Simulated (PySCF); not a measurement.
Computed shifts of a molecule CH₆ClNOSi, PBE/pcSseg-1 run with PySCF, GIAO, gas phase, atoms alike by connectivity averaged where their shifts nearly agree, in ppm (number of nuclei): ¹³C: 3.8 (1). ²⁹Si: 3.0 (1). ¹⁵N: 48.1 (1). ¹H: 1.63 (1), 1.05 (2), 0.54 (3). References: ¹³C against TMS (σ = 182.0 ppm); ²⁹Si against TMS (σ = 335.4 ppm); ¹⁵N against NH3 (σ = 267.0 ppm); ¹⁷O against H2O (σ = 334.3 ppm); ³⁵Cl against HCl (σ = 936.5 ppm); ¹H against TMS (σ = 31.49 ppm), references at their B3LYP-D3(BJ)/def2-TZVP geometries, non-relativistic (without spin–orbit terms, shifts of atoms bonded to Cl or Br come out too high). The structure is a stationary point at PBE0-D3(BJ)/def2-SVP. The values are those of a single conformer.

Which structure fits?
A) CO[Si@@H](N)Cl
B) CN[Si@H](O)Cl
C) NC[Si@H](O)Cl
D) C[Si](N)(O)Cl

D, C[Si](N)(O)Cl
